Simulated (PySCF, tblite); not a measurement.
A database entry of computed molecular properties. Lists by class give the value and the number of equivalent atoms.

```json
{
 "formula": "C7H9",
 "smiles": "C=C[C](C)C1C=C1",
 "charge": 0,
 "multiplicity": 2,
 "geometry_level": "GFN2-xTB",
 "electronic_structure_code": "PySCF",
 "results": {
  "GFN2-xTB geometry": {
   "rotational_constants_GHz": [3.483, 2.639, 1.666]
  },
  "GFN2-xTB harmonic vibrations, gas phase": {
   "strongest_ir_bands_cm-1_km_per_mol_modes": [
    [717.3, 37.9, 1],
    [2953.7, 54.0, 1],
    [2981.5, 52.6, 1],
    [3018.8, 43.4, 1],
    [3043.0, 42.3, 1],
    [3163.4, 39.4, 1]
   ],
   "zpe_kcal_per_mol": 81.3
  },
  "UKS B3LYP, pcH-1 on C H, non-relativistic, mean-field spin-orbit, GIAO": {
   "g_iso": 2.00252,
   "g_tensor": [2.00183, 2.00271, 2.003],
   "s2": 0.773,
   "a_iso_by_class_MHz": [
    ["13C", 58.0, 1],
    ["13C", 48.0, 1],
    ["1H", 47.2, 3],
    ["13C", -45.1, 1],
    ["1H", -37.4, 1]
   ]
  }
 }
}
```

⟨S²⟩ is 0.023 above the pure-spin value S(S + 1) = 0.75. At 9.50 GHz, hν = g·μB·B₀ (B₀ the magnetic field) puts the centre of the isotropic spectrum, to first order, at 339.0 mT. With B = h/(8π²I), that is 505.379 GHz u Å² over I, the principal moments of inertia are 145.1, 191.5 and 303.4 u Å² (most abundant isotopes); the inertial defect Ic − Ia − Ib is -33.2 u Å² (zero for a rigid planar frame, negative otherwise).

 In GFN2-xTB open shells enter through the occupations alone, without spin polarisation, so single modes can be far off. Hyperfine couplings depend on the geometry, which wasn't re-optimised at a DFT level. The unpaired spin is shared among atoms: the largest Mulliken spin population is 0.63. Couplings of like nuclei are plain means over topologically equivalent atoms, as if these changed places fast (by rotation of a methyl-like group, say); in this geometry the members of some sets differ.

For the EPR job (B3LYP), the run took 64 s wall (grids of density and orbitals included) on one thread, Arm Neoverse V1 (aarch64), shared host, and the process peaked at 0.97 GiB of memory.

Conformer computed: `[CH2:1]=[CH:2][C:3]([CH3:4])[CH:5]1[CH:6]=[CH:7]1`: C1–C2–C3–C4 -179°, C2–C3–C5–C6 -26°.

One conformer stands for the species.
